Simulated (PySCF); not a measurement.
Excitations are Tamm–Dancoff values on a coarser integration grid. The basis has no diffuse functions, so Rydberg states are missing or too high.

H2Br3NSi, SMILES `N[Si](Br)(Br)Br` (charge 0, multiplicity 1)

Computed with PBE-D3(BJ)/def2-TZVP // B3LYP-D3(BJ)/def2-TZVP (PySCF).

| Quantity | Result |
|---|---|
| HOMO | -6.74 eV |
| dipole moment | 2.36 D |
| HOMO–LUMO gap | 4.92 eV |
| LUMO | -1.82 eV |
| S1 excitation (TDA) | 5.02 eV |
| S1 oscillator strength | 0.001 |
| T1 excitation (TDA) | 4.82 eV |
| S1–T1 gap (TDA) | 0.20 eV |
| total energy | -219508.05 eV |
| cost | roughly 2.8 core-minutes |

Bond lengths (Å): N1–Si2 1.689, N1–H6 1.008, N1–H7 1.008, Si2–Br3 2.230, Si2–Br4 2.216, Si2–Br5 2.216. Bond angles (°): Si2–N1–H6 120.8, Si2–N1–H7 120.8, H6–N1–H7 113.0, N1–Si2–Br3 115.1, N1–Si2–Br4 107.8, N1–Si2–Br5 107.8, Br3–Si2–Br4 107.3, Br3–Si2–Br5 107.3, Br4–Si2–Br5 111.6.
Charge 0, spin multiplicity 1.
